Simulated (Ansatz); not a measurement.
Compare A (`C[C](=O)[GeH2][F]`) with its isomer B (`O[C]1(F)[CH2][GeH2]1`).

Computed with Ansatz on PBE0-D4/def2-TZVP structures; ΔE is electronic, products minus reactants. CCSD(T)/CBS is the MP2 limit (def2-TZVPP, def2-QZVPP) plus CCSD(T) − MP2 in def2-TZVPP, frozen cores. DFT in def2-TZVPP. B3LYP here is the variant with VWN-RPA as its local correlation; programs differ in this. For Ge outer-core shells are correlated without core-valence functions, which leaves a few kJ/mol of doubt a bond. Scalar relativity is left out up to krypton. One conformer a species, not always the lowest.

Q: Which is lower in electronic energy at CCSD(T)/CBS, and by how much? (Best estimate.)

A: Ansatz gave: A, by 206.5 kJ/mol.

Q: Give E(B) − E(A) in kJ/mol with CCSD/def2-TZVPP, B3LYP, r2SCAN-D4, CCSD(T)/def2-TZVPP, MP2/def2-TZVPP, HF/def2-TZVPP, ωB97M-V. (Best estimate.)

A: Computed: CCSD/def2-TZVPP 218.5, B3LYP 225.2, r2SCAN-D4 206.2, CCSD(T)/def2-TZVPP 214.4, MP2/def2-TZVPP 213.7, HF/def2-TZVPP 260.4, ωB97M-V 209.0. None reverses the order clearly.

Largest T1 diagnostic: 0.014.

In def2-TZVPP, CCSD(T) changes the Hartree–Fock value by −46.1 kJ/mol (the triples alone add −4.2 kJ/mol) and MP2 by −46.7 kJ/mol.
